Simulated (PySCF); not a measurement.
Al₄: from structure and modes to constants

Computed with PySCF, UPBE0, basis Al def2-TZVP (no relativity, density fitting).

The triplet minimum has D2h symmetry. Masses (u): Al 26.98154.

```xyz
4
charge 0 multiplicity 3, angstrom
Al    0.0000    1.4266    0.0000
Al    0.0000   -1.4266    0.0000
Al    2.1175    0.0000    0.0000
Al   -2.1175    0.0000    0.0000
```

Harmonic wavenumbers (cm⁻¹): 50.2 (b3u, ×1), 188.0 (ag, ×1), 220.9 (b2u, ×1), 300.0 (b1u, ×1), 315.7 (ag, ×1), 339.8 (b3g, ×1).

Find the principal moments of inertia and the rotational constants. What kind of rotor is it?

About the centre of mass I = 109.83, 241.96, 351.78 u Å². With B = 16.8576/I this gives 0.1535, 0.06967, 0.04792 cm⁻¹. The molecule is an asymmetric top with κ = -0.59.

What is the harmonic zero-point energy?

Half the sum of all 6 wavenumbers, 1415/2 = 707 cm⁻¹, which is 8.5 kJ/mol (1 cm⁻¹ = 0.0119627 kJ/mol).

Give the standard entropy (298.15 K, 1 bar) by its translational, rotational, vibrational and spin parts, and Cp.

Sackur–Tetrode with M = 107.93 u gives 167.2; rotation with symmetry number 4 gives 103.7; vibration 54.3; spin R ln 3 = 9.1. The total is 334.4 J/(mol K), and Cp = 4 R + 44.2 = 77.4 J/(mol K).

This need not be the most stable arrangement of these atoms.
